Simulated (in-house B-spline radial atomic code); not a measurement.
Whole-atom quantities along the 48-electron series, configuration [Kr] 4d10 5s2. Breit and QED terms are first order and not part of the total energy; the density at the nucleus is averaged over the nuclear charge. Computed with a radial B-spline atomic code at the basis-set limit: Dirac-Hartree-Fock, average of the configuration, finite nuclei.

| ion | Z | E/Z² (Eh) | Σ<r²> (bohr²) | n(0)/Z³ (bohr⁻³) | Lamb diamagnetic shielding (ppm) | repulsion over attraction | Breit energy (eV) | self-energy (eV) | vacuum polarisation (eV) | Dirac less non-relativistic energy (Eh) |
| --- | --- | --- | --- | --- | --- | --- | --- | --- | --- | --- |
| Cd | 48 | -2.4277 | 52.352 | 1.3882 | 5020.06 | 0.15586 | 103.61 | 78.652 | -9.7356 | -128.19 |
| In+ | 49 | -2.4491 | 41.325 | 1.4276 | 5166.1 | 0.15436 | 111.21 | 84.595 | -10.632 | -140.27 |
| Sn2+ | 50 | -2.4702 | 34.836 | 1.4674 | 5312.25 | 0.15272 | 119.2 | 90.865 | -11.593 | -153.22 |
| Sb3+ | 51 | -2.4909 | 30.277 | 1.5093 | 5458.81 | 0.15099 | 127.59 | 97.477 | -12.624 | -167.09 |
| Te4+ | 52 | -2.5113 | 26.804 | 1.5512 | 5605.91 | 0.1492 | 136.39 | 104.44 | -13.729 | -181.93 |
| I5+ | 53 | ? | ? | ? | ? | ? | ? | ? | ? | ? |
| Xe6+ | 54 | -2.551 | 21.752 | 1.6452 | 5902.17 | 0.14555 | 155.26 | 119.49 | -16.177 | -214.7 |
| Cs7+ | 55 | -2.5704 | 19.835 | 1.6956 | 6051.48 | 0.1437 | 165.36 | 127.61 | -17.53 | -232.74 |
| Ba8+ | 56 | -2.5895 | 18.196 | 1.7473 | 6201.64 | 0.14185 | 175.91 | 136.13 | -18.975 | -251.96 |
| La9+ | 57 | ? | ? | ? | ? | ? | ? | ? | ? | ? |
| Ce10+ | 58 | -2.6267 | 15.536 | 1.8598 | 6504.78 | 0.13818 | 198.44 | 154.49 | -22.165 | -294.13 |
| Pr11+ | 59 | -2.645 | 14.44 | 1.9205 | 6657.85 | 0.13637 | 210.43 | 164.36 | -23.922 | -317.21 |
| Nd12+ | 60 | ? | ? | ? | ? | ? | ? | ? | ? | ? |
| Pm13+ | 61 | -2.6806 | 12.594 | 2.0468 | 6967.23 | 0.13279 | 235.95 | 185.55 | -27.789 | -367.65 |

Fill in the row of I5+.

E/Z² (Eh): -2.5313; Σ<r²> (bohr²): 24.032; n(0)/Z³ (bohr⁻³): 1.598; Lamb diamagnetic shielding (ppm): 5753.67; repulsion over attraction: 0.14738; Breit energy (eV): 145.61; self-energy (eV): 111.78; vacuum polarisation (eV): -14.912; Dirac less non-relativistic energy (Eh): -197.78.

Fill in the row of La9+.

E/Z² (Eh): -2.6082; Σ<r²> (bohr²): 16.777; n(0)/Z³ (bohr⁻³): 1.8025; Lamb diamagnetic shielding (ppm): 6352.73; repulsion over attraction: 0.14001; Breit energy (eV): 186.93; self-energy (eV): 145.09; vacuum polarisation (eV): -20.518; Dirac less non-relativistic energy (Eh): -272.4.

Fill in the row of Nd12+.

E/Z² (Eh): -2.6629; Σ<r²> (bohr²): 13.466; n(0)/Z³ (bohr⁻³): 1.9836; Lamb diamagnetic shielding (ppm): 6811.99; repulsion over attraction: 0.13457; Breit energy (eV): 222.93; self-energy (eV): 174.7; vacuum polarisation (eV): -25.795; Dirac less non-relativistic energy (Eh): -341.69.

With what power of Z does the column «self-energy (eV)» change over this range?

A fit of the logarithm of its size against log Z from Z = 48 to 61 has slope 3.58. One-loop self-energy scales as Z⁴F(Zα), with F falling from low Z to about Z = 90.
